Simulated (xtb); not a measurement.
Al(AsH2)(F)2 (AlAsF₂H₂), SMILES [F][Al]([F])[AsH2]. All values are semi-empirical tight-binding results from xtb (GFN2-xTB unless named), good for trends rather than for accurate numbers. Geometry: GFN2-xTB.

Optimised geometry:

```xyz
6

Al     0.7415     0.6871    -0.0769
As    -0.9674    -0.9483     0.1822
H     -0.7042    -1.3226    -1.2620
H     -1.9411     0.0997    -0.2977
F      0.4424     2.1906    -0.7097
F      2.3277     0.4299     0.3260
```

A frequency run showed that this geometry is not a minimum.

For metal compounds this method's bond lengths and energies can be far off.

```json
{
 "orbital_gap": "4.11 eV"
}
```

Computed atomic charges and the Wiberg bond orders between heavy atoms:
charges (e) Al1 0.45, As2 0.11, H3 -0.01, H4 0.00, F5 -0.28, F6 -0.28. Bond orders Al1–As2 1.09, Al1–F5 1.20, Al1–F6 1.19.
